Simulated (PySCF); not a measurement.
Electron correlation in Ca (calcium, neutral)

[Ar] 4p2, high-spin 3P determinant (an excited configuration). All numbers are calculated (PySCF 2.14, no relativity, point nucleus, in def2-TZVPPD (6s5p3d, 36 functions)). Frozen: [Ar]; 2 electrons correlated.

With two correlated electrons CCSD is exact within the correlated space (frozen core and kept virtual orbitals).

```csv
level,correlation energy (mhartree)
CCSD,-11.42
```

Diagnostics: T1 = 0.017, D1 = 0.0240, largest double amplitude 0.270.

A double-excitation amplitude exceeds 0.15, a sign of near-degeneracy.

Cost of the coupled-cluster step: roughly 0.3 core-seconds, for 2 correlated electrons.
